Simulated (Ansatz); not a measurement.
Basis sets compared for AlGe₂₄PH₃₀, a doped nanocrystal cut from the lattice of germanium (Al and P 4.7 A apart). The state is a singlet with charge 0. Geometry PBE-D4/def2-SVP. Ansatz on 11 threads of AMD EPYC 7R13 on a shared host and a whole NVIDIA H100 80GB HBM3; times are rough, and most runs start from earlier orbitals.

```xyz
56

Ge   -0.0699   -0.5893   -2.9745
Ge    2.1914   -3.4547   -1.2088
Ge    3.8968   -0.3056   -2.9571
Ge    1.7144    2.1701   -0.8712
Ge    4.0213   -0.6152    0.9373
Ge   -1.8780   -3.6292   -1.1243
Ge   -4.0331   -0.7761   -2.9799
Ge   -2.1043    1.9933   -0.8447
Ge   -3.9825   -0.9803    1.0517
Al    0.0305   -0.9417    1.2104
Ge    1.9564    2.1262    3.0757
Ge   -2.0253    1.9222    3.1607
Ge   -0.2252    4.9158    1.1274
Ge    2.0153   -1.8756   -3.0771
Ge   -1.9851   -2.1205   -3.0577
Ge    0.2125   -4.9128   -1.3012
Ge   -0.1171    0.5453   -0.7994
Ge    2.1482   -2.2107    0.9108
P     3.7035    0.8536   -0.9059
Ge    1.8449    3.5999    1.1181
Ge    4.0809    0.9112    2.8668
Ge   -1.9695   -2.3923    1.0013
Ge   -4.0595    0.5122   -0.8949
Ge   -2.1283    3.3711    1.1840
Ge   -3.9627    0.4091    3.0808
Ge    0.0401    0.5862    3.1676
H    -0.0935    0.4166   -4.1715
H     3.4994   -4.2860   -1.4145
H     3.9010    0.8432   -4.0072
H     5.3218   -0.9284   -2.8836
H     1.9185    2.9580   -2.2083
H     5.4485   -1.1446    0.5701
H    -3.0558   -4.6465   -1.2819
H    -4.0842    0.1811   -4.2089
H    -5.2763   -1.7130   -3.0551
H    -2.0918    2.9154   -2.1088
H    -5.3043   -1.8164    1.0479
H     2.0929    3.0569    4.3250
H    -2.1466    2.8378    4.4227
H    -0.2680    5.8170   -0.1435
H    -0.2029    5.8507    2.3736
H     2.2142   -2.5919   -4.4516
H    -1.9233   -2.9463   -4.3836
H     0.2453   -5.7077   -2.6429
H     0.3225   -5.9497   -0.1420
H     2.6152   -3.2202    2.0145
H     4.8202    1.7529   -0.8862
H     3.1172    4.5009    1.0019
H     5.2899    1.8776    2.6712
H     4.3821    0.0210    4.1091
H    -2.1812   -3.4840    2.1032
H    -5.3552    1.3852   -0.8403
H    -3.4420    4.2176    1.2147
H    -5.2714    1.2557    3.1452
H    -3.9428   -0.5084    4.3418
H     0.1350   -0.0563    4.5928
```

The 6-31G sets use Cartesian d functions. Single mean-field runs in 6-31G, STO-3G, def2-SVP, def2-TZVP are fitted with def2-universal-jkfit.

Binding counts from free atoms (Ge triplet, Al doublet, P quartet, H doublet) in the same basis, without a counterpoise term.

```
           level  functions  energy (Eh)  HOMO (eV)  LUMO (eV)  binding per atom (eV)  wall time
       HF/STO-3G        480  -49836.9806      -5.49       6.50                   3.88      3.8 s
        HF/6-31G        782  -50401.1156      -8.27       1.13                   1.89        8 s
 PBE-D4/def2-SVP        954  -50436.4241      -5.53      -2.34                   2.99      6.5 s
PBE0-D4/def2-SVP        954  -50437.8228      -6.42      -1.68                   2.99       14 s
```

(1) Estimate the rows for PBE-D4/def2-TZVP, PBE0-D4/def2-TZVP.

Results:

(1) 
```json
{"level": "PBE-D4/def2-TZVP", "functions": "1406", "energy (Eh)": "-50442.9089", "HOMO (eV)": "-5.58", "LUMO (eV)": "-2.40", "binding per atom (eV)": "2.99", "wall time": "8.5 s"}
{"level": "PBE0-D4/def2-TZVP", "functions": "1406", "energy (Eh)": "-50444.2825", "HOMO (eV)": "-6.42", "LUMO (eV)": "-1.72", "binding per atom (eV)": "2.99", "wall time": "22 s"}
```
